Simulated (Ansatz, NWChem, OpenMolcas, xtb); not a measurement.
A ladder of methods for SnH3O2 (SMILES [OH][SnH][OH])

SnH3O2: 6 atoms, total charge 0, spin state doublet. As SMILES, `[OH][SnH][OH]`. Geometry: relaxed at PBE0-D4/def2-TZVP. This is one conformer, not always the lowest.

Each level gives the electronic atomisation energy (eV). The values are calculated. Electronic energies at fixed atoms, without zero-point motion or spin-orbit coupling.

| level | kind | program | value (eV) | less CCSD(T)/def2-SVPD |
| --- | --- | --- | --- | --- |
| GFN0-xTB | semi-empirical | xtb | 24.08 | +6.52 |
| UHF/def2-SVPD (core potential) | Hartree–Fock | OpenMolcas | 11.53 | -6.03 |
| USVWN5/def2-SVPD (core potential) | LDA | Ansatz | 21.93 | +4.37 |
| U-revPBE/def2-SVPD (core potential) | GGA | Ansatz | 17.96 | +0.40 |
| U-r2SCAN/def2-SVPD (core potential) | meta-GGA | Ansatz | 18.48 | +0.92 |
| UPBE0/def2-SVPD (core potential) | global hybrid | NWChem | 18.00 | +0.44 |
| U-wB97M-V/def2-SVPD (core potential) | range-separated hybrid | Ansatz | 18.60 | +1.04 |
| RPA@PBE/def2-SVPD (core potential) | RPA | Ansatz | 16.72 | -0.84 |
| UCCSD(T)/def2-SVPD (core potential) | coupled cluster or CI | Ansatz | 17.56 | 0.00 |
| UCCSD/def2-SVPD (core potential) | coupled cluster or CI | Ansatz | 17.25 | -0.31 |

Differences are taken from UCCSD(T)/def2-SVPD (core potential) for orientation; it has basis-set and higher-order errors of its own. The values span 11.53 to 24.08 eV. GFN0-xTB: no spin polarisation, so open shells miss the exchange term that lowers them. In the correlated wave-function rows the outer d shell of Sn is correlated, in sets not made for it.
